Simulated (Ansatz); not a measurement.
Species: sum formula AlOH3 (charge 0, singlet). SMILES: [OH][AlH2]
Structure (B3LYP-D3(BJ)/def2-TZVP (Ansatz, a quantum-chemistry and plane-wave program) minimum search):
```
Al
O 1 1.6999
H 2 0.9581 1 124.14
H 1 1.5709 2 115.84 3 -180.00
H 1 1.5789 4 124.38 2 -180.00
```

Wanted: atomisation energy (electronic, to ground-state atoms), in kcal/mol. Correlated levels leave the core frozen unless marked. UHF or UKS for open shells. No spin-orbit coupling. No relativistic terms. The coupled-cluster limit lacks core correlation, which all-electron functionals hold. Basis-set limits of correlation are two-point, X^-3; Hartree-Fock from the larger set (for Q and 5 zeta extrapolated as (X+1)exp(-9√X)).

```json
[
 {"level": "r2SCANh-D4/def2-TZVPD", "program": "Ansatz + dftd4", "atomisation energy (kcal/mol)": "360.9", "minus last row": "-6.6"},
 {"level": "MP2/aug-cc-pV(D+d)Z", "program": "Ansatz", "atomisation energy (kcal/mol)": "348.9", "minus last row": "-18.6"},
 {"level": "MP2/aug-cc-pV(Q+d)Z", "program": "Ansatz", "atomisation energy (kcal/mol)": "370.5", "minus last row": "3.0"},
 {"level": "MP2/CBS(def2-TZVPP,def2-QZVPP)", "program": "Ansatz", "atomisation energy (kcal/mol)": "373.2", "minus last row": "5.7"},
 {"level": "CCSD/CBS(cc-pV(T+d)Z,cc-pV(Q+d)Z)", "program": "Ansatz", "atomisation energy (kcal/mol)": "363.2", "minus last row": "-4.3"},
 {"level": "CCSD(T)/cc-pV(Q+d)Z", "program": "Ansatz", "atomisation energy (kcal/mol)": "363.9", "minus last row": "-3.6"},
 {"level": "CCSD(T)/CBS(cc-pV(Q+d)Z,cc-pV(5+d)Z)", "program": "Ansatz", "atomisation energy (kcal/mol)": "367.5", "minus last row": "0.0"}
]
```
